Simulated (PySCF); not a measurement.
**Spinor energies of Ag²⁺ (silver, charge +2)**

Start: [Kr] 4d8 5p1; 4d3/2 filled at m_j = -1/2, +1/2, +3/2; 4d5/2 filled at m_j = -3/2, -1/2, +1/2, +3/2, +5/2; 5p3/2 filled at m_j = +3/2. Calculated with PySCF 2.14 in x2c-SVPall-2c with one added diffuse shell each of s, p, d type (7s9p7d1f, 76 functions): generalised Hartree-Fock with the X2C-1e Hamiltonian and a Gaussian nucleus; one run each with spin-orbit coupling (SO) switched off, then screened by Boettger's factors. This is a chosen level, not necessarily the ground level.

```tsv
spinor shell	electrons	ε, spin-free (eV)	ε, screened SO (eV)	weight of nominal j (screened SO)	rms radius, screened SO (bohr)
1s1/2	2	-25672.4	-25670.6	1.000	0.0357
2s1/2	2	-3891.5	-3890.9	1.000	0.146
2p1/2	2	-3487.8	-3609.5	1.000	0.127
2p3/2	4	-3487.8	-3431.6	1.000	0.131
3s1/2	2	-775.41	-775.28	1.000	0.392
3p1/2	2	-639.32	-661.56	1.000	0.387
3p3/2	4	-639.32	-628.98	1.000	0.398
3d3/2	4	-424.89	-428.92	0.997	0.374
3d5/2	6	-424.89	-422.07	0.998	0.377
4s1/2	2	-145.87	-145.87	1.000	0.977
4p1/2	2	-103.62	-108.86	0.952	1.04
4p3/2	4	-103.62	-101.17	0.976	1.07
4d5/2	5	-42.940	-42.900	0.624	1.36
4d3/2	3	-42.940	-43.214	0.662	1.35
5p3/2	1	-18.896	-18.755	1.000	3.46
```

```csv
quantity,spin-free,screened SO
E (hartree),-5310.36702,-5311.33241
M_J,11/2,11/2
⟨J²⟩,35.757,35.757
⟨L²⟩,20.006,20.096
⟨S²⟩,3.751,3.741
```

Each row is a mean over spinors that exchange with the open shell spreads, by up to 8.998 eV (4p3/2).

Rows whose weight is well below 1 are mixtures of j = l ± 1/2: exchange outweighs spin-orbit coupling there, and the label is only the starting occupation.

Breit and QED terms are absent; they matter most for the inner s and p1/2 levels.

Densities and radii are taken from the X2C orbitals without a picture-change correction, which distorts them close to the nucleus.

Without spin-orbit coupling the j labels of p, d and f shells carry no meaning; the spin-free column gives the mean over the occupied spinors of each nl shell.
